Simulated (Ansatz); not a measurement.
`O=[CH][SnH2][OH]` + CH₃NH₂ → `C[NH][SnH2][CH]=O` + H₂O  (ligand exchange at the Sn–O bond)

Computed with Ansatz on PBE0-D4/def2-TZVP structures; ΔE is electronic, products minus reactants. CCSD(T)/CBS adds triple-zeta CCSD(T) − MP2 to the extrapolated MP2 energy (def2 sets, frozen cores). This one scheme is used for every species. DFT in def2-TZVPP. B3LYP here is the variant with VWN-RPA as its local correlation; programs differ in this. def2 core potentials past Kr. For Sn outer-core shells are correlated without core-valence functions, which leaves a few kJ/mol of doubt a bond. Each species was taken in one conformer, which may not be the lowest.

| level | ΔE (kcal/mol) |
| --- | --- |
| PBE0-D4 | 6.2 |
| ωB97M-V | 6.9 |
| PBE0 | 7.3 |
| B3LYP | 8.6 |
| SCS-MP2/def2-TZVPP | 6.0 |
| HF/def2-QZVPP | 9.0 |
| SCS-MP2/def2-QZVPP | 5.9 |
| MP2/CBS(def2) | 4.8 |

What does CCSD(T)/CBS give? (Best estimate.)

Computed: +5.4 kcal/mol. The listed levels differ from it by 0.8, 1.5, 1.9, 3.2, 0.6, 3.6, 0.5, -0.6 kcal/mol.

Largest T1 diagnostic among the species: 0.016.

In def2-TZVPP, CCSD(T) changes the Hartree–Fock value by −3.4 kcal/mol (the triples alone add −0.4 kcal/mol) and MP2 by −4.0 kcal/mol. The D4 term adds −1.8 kcal/mol with B3LYP and −1.1 kcal/mol with PBE0; it sums over pairs of atoms, weighted by their polarisabilities, and B3LYP, whose exchange is more repulsive, gets the larger term.
